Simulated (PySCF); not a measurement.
BrCs, triplet, at the geometry of the source list (a higher spin typed on purpose: for a closed-shell molecule this is an excited state) (core potentials on Cs); DF-PBE0/def2-TZVPD run with PySCF.

Input for PySCF:
```python
from pyscf import gto, scf, dft
import numpy

mol = gto.Mole()
mol.atom = '''
    Cs   -1.025200   -0.718300   -0.872300
    Br    1.025200    0.718300    0.872300
'''
mol.basis = 'def2-tzvpd'
mol.ecp = {'Cs': 'def2-tzvpd'}
mol.charge = 0
mol.spin = 2
mol.verbose = 4
mol.build()
print('smallest overlap eigenvalue', numpy.linalg.eigvalsh(mol.intor('int1e_ovlp'))[0])

mf = dft.UKS(mol)
mf.xc = 'pbe0'
mf = mf.density_fit(auxbasis='def2-universal-jkfit')
mf = scf.addons.remove_linear_dep_(mf, threshold=1e-8, lindep=1e-8)
mf.kernel()
```

Q: Predict the main parts of the log of this PySCF run.

A: 
```
PySCF version 2.14.0

[INPUT] verbose = 4
[INPUT] num. atoms = 2
[INPUT] num. electrons = 44
[INPUT] charge = 0
[INPUT] spin (= nelec alpha-beta = 2S) = 2
[INPUT] symmetry False subgroup None
[INPUT] Mole.unit = angstrom
[INPUT] Symbol           X                Y                Z      unit          X                Y                Z       unit  Magmom
[INPUT]  1 Cs    -1.025200000000  -0.718300000000  -0.872300000000 AA   -1.937347222904  -1.357390275275  -1.648408098458 Bohr   0.0
[INPUT]  2 Br     1.025200000000   0.718300000000   0.872300000000 AA    1.937347222904   1.357390275275   1.648408098458 Bohr   0.0

nuclear repulsion = 54.6260490401001
number of shells = 31
number of NR pGTOs = 155
number of NR cGTOs = 89
basis = def2-tzvpd
ecp = {'Cs': 'def2-tzvpd'}
input.py:20: DeprecationWarning: remove_linear_dep_ is deprecated and will be removed in a future release. Linear dependency handling is now built into the SCF procedure by default. Linear dependency removal can be controlled using the following settings:
  pyscf.scf.hf.remove_overlap_zero_eigenvalue = True
  pyscf.scf.hf.overlap_zero_eigenvalue_threshold = 1e-6

  mf = scf.addons.remove_linear_dep_(mf, threshold=1e-8, lindep=1e-8)
smallest overlap eigenvalue 0.0029966386330593873

******** <class 'pyscf.df.df_jk.DFUKS'> ********
method = DFUKS
initial guess = minao
damping factor = 0
level_shift factor = 0
DIIS = <class 'pyscf.scf.diis.CDIIS'>
diis_start_cycle = 1
diis_space = 8
diis_damp = 0
SCF conv_tol = 1e-09
SCF conv_tol_grad = None
SCF max_cycles = 50
direct_scf = False
number electrons alpha = 23  beta = 21
XC library pyscf.dft.libxc version 7.1.2
    S. Lehtola, C. Steigemann, M. J. T. Oliveira, and M. A. L. Marques,  SoftwareX 7, 1–5 (2018)
XC functionals = pbe0
    C. Adamo and V. Barone,  J. Chem. Phys. 110, 6158 (1999)
    M. Ernzerhof and G. E. Scuseria,  J. Chem. Phys. 110, 5029 (1999)
radial grids:
    Treutler-Ahlrichs [JCP 102, 346 (1995); DOI:10.1063/1.469408] (M4) radial grids

becke partition: Becke, JCP 88, 2547 (1988); DOI:10.1063/1.454033
pruning grids: <function nwchem_prune>
grids dens level: 3
symmetrized grids: False
atomic radii adjust function: <function treutler_atomic_radii_adjust>
small_rho_cutoff = 0
Set gradient conv threshold to 3.16228e-05
tot grids = 44136
******** <class 'pyscf.df.df.DF'> ********
auxbasis = def2-universal-jkfit
init E= -2589.63045058896

cycle= 1 E= -2593.87974259164  delta_E= -4.25  |g|= 0.31  |ddm|= 1.93

cycle= 2 E= -2593.91682674106  delta_E= -0.0371  |g|= 0.225  |ddm|= 1.33

cycle= 3 E= -2593.93431937988  delta_E= -0.0175  |g|= 0.0234  |ddm|= 0.315

cycle= 4 E= -2593.93452977913  delta_E= -0.00021  |g|= 0.00508  |ddm|= 0.0533

cycle= 5 E= -2593.9345496181  delta_E= -1.98e-05  |g|= 0.00138  |ddm|= 0.0247

cycle= 6 E= -2593.93455197571  delta_E= -2.36e-06  |g|= 0.000321  |ddm|= 0.00575

cycle= 7 E= -2593.93455240506  delta_E= -4.29e-07  |g|= 0.000124  |ddm|= 0.00259

cycle= 8 E= -2593.93455251632  delta_E= -1.11e-07  |g|= 7.65e-05  |ddm|= 0.00111

cycle= 9 E= -2593.93455257556  delta_E= -5.92e-08  |g|= 2.08e-05  |ddm|= 0.00115

cycle= 10 E= -2593.93455258064  delta_E= -5.07e-09  |g|= 5.1e-06  |ddm|= 0.000402

cycle= 11 E= -2593.93455258075  delta_E= -1.14e-10  |g|= 1.29e-06  |ddm|= 6.17e-05

Extra cycle  E= -2593.93455258076  delta_E= -1e-11  |g|= 9.95e-07  |ddm|= 1.41e-05
converged SCF energy = -2593.93455258076  <S^2> = 2.0033318  2S+1 = 3.0022204
```
